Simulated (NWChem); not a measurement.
SbI$_{3}$; SMILES [Sb]([I])([I])[I]

```xyz
4

Sb     0.0000     0.0000     0.9673
I     -0.6563    -2.3287    -0.3097
I     -1.6886     1.7327    -0.3097
I      2.3449     0.5960    -0.3097
```
Atoms are numbered in this order, from 1.

Level: PBE0/def2-SVP with def2 effective core potentials on Sb, I (NWChem), optimised geometry, unscaled harmonic frequencies. def2 effective core potentials on Sb, I; no spin-orbit coupling.

Problem. List the harmonic frequencies with IR intensities, and the thermochemistry.

Solution. 
| frequency (cm⁻¹) | IR intensity (km/mol) |
|---|---|
| 55 | 0.1 |
| 55 | 0.1 |
| 74 | 0.3 |
| 198 | 5.1 |
| 199 | 35.2 |
| 199 | 35.2 |

```yaml
zero_point_energy: 1.1 kcal/mol
thermal correction to the enthalpy at 298.15 K (with zero-point energy): 6.1 kcal/mol
heat capacity Cv: 17.4 cal/(mol K)
entropy at 298.15 K and 1 atm (symmetry number 3): 95.5 cal/(mol K)
```

Rigid rotor and harmonic oscillator; modes under 100 cm⁻¹ make the entropy uncertain.
